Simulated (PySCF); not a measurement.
**Electric field gradients and quadrupole coupling constants**

Species: C6H11FO2Si.
Z-matrix (Å and degrees, GFN2-xTB geometry), rows numbered from 1:
```
C 
O   1  1.4005
Si  2  1.6109  1  129.69
F   3  1.6278  2  108.02  1    58.51
C   3  1.8696  2  103.36  1   174.88
C   5  1.5087  3  121.59  2   -98.15
C   6  1.4924  5   60.20  3  -110.49
C   7  1.5090  5  121.11  6  -109.10
C   8  1.4995  7  113.02  5   -79.37
O   9  1.1982  8  125.89  7     7.15
H   1  1.0919  2  110.11  3    78.75
H   1  1.0900  2  107.81  3  -161.94
H   1  1.0909  2  111.08  3   -42.00
H   3  1.4528  2  115.46  1   -54.66
H   5  1.0826  3  114.24  2    47.02
H   6  1.0796  5  117.84  7   107.57
H   6  1.0798  5  118.41  7  -109.07
H   7  1.0840  5  116.00  6   108.12
H   8  1.0948  7  110.69  5   159.12
H   8  1.0922  7  110.75  5    40.83
H   9  1.1097  8  113.18  7  -173.13
```

Field gradients from the PBE0/pcSseg-1 density (PySCF, non-relativistic), principal values in atomic units, ordered |Vxx| ≤ |Vyy| ≤ |Vzz|:

| atom | Vxx | Vyy | Vzz |
| --- | --- | --- | --- |
| O2 | -0.6185 | -1.0944 | 1.7129 |
| O10 | 0.4229 | 1.6238 | -2.0467 |

**Question.** Find the asymmetry η = (Vxx − Vyy)/Vzz and the couplings χ = eQV/h (234.96 MHz × Q in barn × V in au), with Q(17O) = −0.0256 b.

**Answer.** 
```csv
atom,environment,nucleus,η,χzz (MHz),χxx (MHz),χyy (MHz)
O2,silyl ether oxygen,17O,0.28,-10.30,3.72,6.58
O10,aldehyde oxygen,17O,0.59,12.31,-2.54,-9.77
```

The tensor is traceless: Vxx + Vyy + Vzz = 0.

**Question.** What is Vzz at O2 in SI units (1 au = 9.71736 × 10²¹ V/m²)?

**Answer.** 1.7129 au = 16.645 × 10²¹ V/m².

**Question.** And the gradient at the other heavy atoms, for which no coupling is worked out here?

**Answer.** 
| atom | environment | Vzz (au) | η |
| --- | --- | --- | --- |
| C1 | methoxy carbon | 0.435 | 0.03 |
| Si3 | fluorine-bound silicon | 0.676 | 0.84 |
| F4 | silicon-bound fluorine | 1.160 | 0.21 |
| C5 | sp3 carbon bound to silicon | 0.188 | 0.20 |
| C6 | three-membered-ring carbon | 0.181 | 0.21 |
| C7 | three-membered-ring carbon | 0.184 | 0.44 |
| C8 | sp3 carbon next to a carbonyl | 0.026 | 0.42 |
| C9 | aldehyde carbon | 0.574 | 0.04 |

Were the hydrogens deuterons (Q(2H) = 0.00286 b), χzz would run from 110 kHz (H14) to 223 kHz (H17).

Isolated species at its GFN2-xTB geometry (one conformer only). GFN2-xTB bond lengths can be off by several hundredths of an ångström, more for odd bonds, and the gradients follow them. The basis is small and wasn't made for field gradients, so the couplings can be 20 % off.
